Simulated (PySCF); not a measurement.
TaOBr, SMILES [Br][Ta]=[O] (connectivity only; charge and spin as stated), neutral, multiplicity 3.

Coordinates come from a PBE-D3(BJ)/def2-TZVP optimisation. The multiplicity is an assumed one; other spin states were not compared. The def2 effective core potentials stand for the cores of Ta; spin–orbit coupling is left out.

Calculation: PBE-D3(BJ)/def2-TZVP (PySCF).

Frequencies are harmonic and unscaled.

Computed vibrational spectrum:
```tsv
mode	ν (cm⁻¹)	IR (km/mol)	moving atoms (share of kinetic energy)
1	143	6.5	O 79 %, Br 13 %, Ta 8 %
2	253	24.8	Br 66 %, Ta 33 %
3	973	111.0	O 92 %, Ta 8 %
```
